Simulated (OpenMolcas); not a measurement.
## Cr III: effect of the active space

```
Program             : OpenMolcas 26.06
Method              : CASSCF or its RAS form
Basis               : ANO-RCC-VTZP
Scalar Hamiltonian  : DKH2, point nucleus
Spin-orbit coupling : RASSI with atomic mean-field integrals over the reference wave functions, term energies averaged over their components
```

A. 4 electrons in 5 orbitals (3d); 2S+1 = 5 even, 5 roots; 2S+1 = 3 even, 45 roots; 2S+1 = 1 even, 50 roots; cost roughly 30 core-seconds
B. 4 electrons in 6 orbitals (3d 4s); 2S+1 = 5 even, 15 roots; 2S+1 = 3 even, 90 roots; 2S+1 = 1 even, 77 roots; cost of the order of 2.8 core-minutes
C. 10 electrons in 8 orbitals (RAS1 3p, at most 2 holes; RAS2 3d); 2S+1 = 5 even, 5 roots; 2S+1 = 3 even, 45 roots; 2S+1 = 1 even, 44 roots; cost roughly 40 core-seconds
D. 4 electrons in 9 orbitals (RAS2 3d 4s; RAS3 4p, at most 2 electrons); 2S+1 = 5 even, 15 roots; 2S+1 = 3 even, 90 roots kept (CI in the orbitals of an earlier block); 2S+1 = 1 even, 84 roots kept (CI in the orbitals of an earlier block); 2S+1 = 5 odd, 30 roots (21 in the spin-orbit step); 2S+1 = 3 odd, 65 roots kept (CI in the orbitals of an earlier block, 5 in the spin-orbit step); 2S+1 = 1 odd, 33 roots kept (CI in the orbitals of an earlier block, 0 in the spin-orbit step); cost of the order of 110 core-seconds
E. 4 electrons in 10 orbitals (3d 4d); 2S+1 = 5 even, 5 roots; 2S+1 = 3 even, 45 roots; 2S+1 = 1 even, 44 roots; cost roughly 110 core-seconds

Energies in cm⁻¹ above 3d⁴ ⁵D₀, the measured ground level; measured values from Sugar and Corliss, J. Phys. Chem. Ref. Data 6, 317 (1977).

| Level | A | B | C | D | E | Measured |
| --- | --- | --- | --- | --- | --- | --- |
| 3d⁴ ⁵D₀ | 0.0 | 0.0 | 0.0 | 0.0 | 0.0 | 0.0 |
| 3d⁴ ⁵D₁ | 64.8 | 70.1 | 68.5 | 69.8 | 66.3 | 62.2 |
| 3d⁴ ⁵D₂ | 193 | 208 | 203 | 207 | 197 | 183 |
| 3d⁴ ⁵D₃ | 379 | 408 | 399 | 408 | 388 | 357 |
| 3d⁴ ⁵D₄ | 621 | 667 | 650 | 666 | 636 | 576 |
| 3d⁴ ³H₄ | 20113 | 17828 | 21769 | 21250 | 19164 | 17274 |
| 3d⁴ ³H₅ | 20245 | 17970 | 21917 | 21397 | 19311 | 17397 |
| 3d⁴ ³H₆ | 20397 | 18128 | 22080 | 21563 | 19479 | 17531 |
| 3d⁴ ³P₀(1) | 21815 | 19536 | 18826 | 22552 | 20674 | 16771 |
| 3d⁴ ³P₁(1) | 22196 | 19941 | 19231 | 22972 | 21061 | 17169 |
| 3d⁴ ³P₂(1) | 22898 | 20680 | 19965 | 23743 | 21772 | 17851 |
| 3d⁴ ³F₂(1) | 23108 | 20910 | 21911 | 24140 | 22017 | 18452 |
| 3d⁴ ³F₃(1) | 23161 | 20967 | 21993 | 24202 | 22079 | 18511 |
| 3d⁴ ³F₄(1) | 23240 | 21048 | 22099 | 24290 | 22172 | 18583 |
| 3d⁴ ³G₃ | 25343 | 23256 | 25798 | 26706 | 24163 | 20704 |
| 3d⁴ ³G₄ | 25505 | 23425 | 25970 | 26883 | 24340 | 20853 |
| 3d⁴ ³G₅ | 25653 | 23583 | 26145 | 27047 | 24504 | 20996 |
| 3d⁴ ¹I₆ | 30170 | 26661 | 32659 | 31966 | 28904 | 26015 |
| 3d⁴ ¹G₄(1) | 31770 | 28295 | 30627 | 33292 | 30301 | 25139 |
| 3d⁴ ³D₃ | 32737 | 30930 | 31576 | 34425 | 31432 | 25726 |
| 3d⁴ ³D₂ | 32792 | 30983 | 31625 | 34485 | 31479 | 25781 |
| 3d⁴ ³D₁ | 32847 | 31046 | 31685 | 34546 | 31528 | 25848 |
| 3d⁴ ¹F₃ | 45627 | 42563 | 44512 | 48237 | 43858 | 37005 |
| 3d⁴ ³F₄(2) | 53900 | 52811 | 51440 | 56692 | 51125 | 43287 |

Deviations, from unrounded energies. A percentage is the sum of absolute deviations over the sum of measured energies, with the sign that they share, or ± where signs differ.

```tsv
Against measurement	Levels	A	B	C	D	E
mean absolute deviation (cm-1)	23	4500	2600	4000	5600	3400
fine structure of the ground term (%)	4	+6.8	+14.9	+12.1	+14.7	+9.3
other terms of the ground configuration (%)	19	+23.8	+13.8	+21.1	+30.1	+18.2
```

B lies closest to measurement on these levels and D furthest from it. The largest miss of B in the table is 3d⁴ ³F₄(2), by +9500 cm-1. The ranking rests on the paired levels alone, and a cruder setting can come out closer through cancelling errors.

The spin-orbit steps hold different terms of 3d⁴ (B lacks a ¹S; C lacks a ¹D, a ¹S; D lacks a ¹S; E lacks a ¹D, a ¹S), which shifts levels as well.

Among A to E the level of the table that moves most is 3d⁴ ¹I₆, by 6000 cm-1 (lowest in B, highest in C).

Without dynamic correlation excited terms often stand tens of per cent too high (terms of higher spin than the ground term too low), and those without a measured partner can miss by more than the paired ones. Active for correlation alone: 3p; no level in the range computed is led by a configuration that opens it, so any true level of that kind is missing (holds for C). Some high roots are left out of the spin-orbit mixing, which shifts the levels that they would mix with (holds for D). Terms from blocks run as CI alone lack orbitals of their own (holds for D). Active for correlation alone: 4d; no level in the range computed is led by a configuration that fills it, so any true level of that kind is missing (holds for E). Measured partners are found by configuration, term and J. A level has none where our copy of the source lacks it or the pairing is in doubt (some pairs that miss far off the trend of their configuration count as doubtful), and it then counts in no deviation. Levels of configurations outside the active space are missing. Levels that lie high or do not pair safely by name in every column are left out.

A number in round brackets counts repeated terms of one configuration in the order of the reference energies.
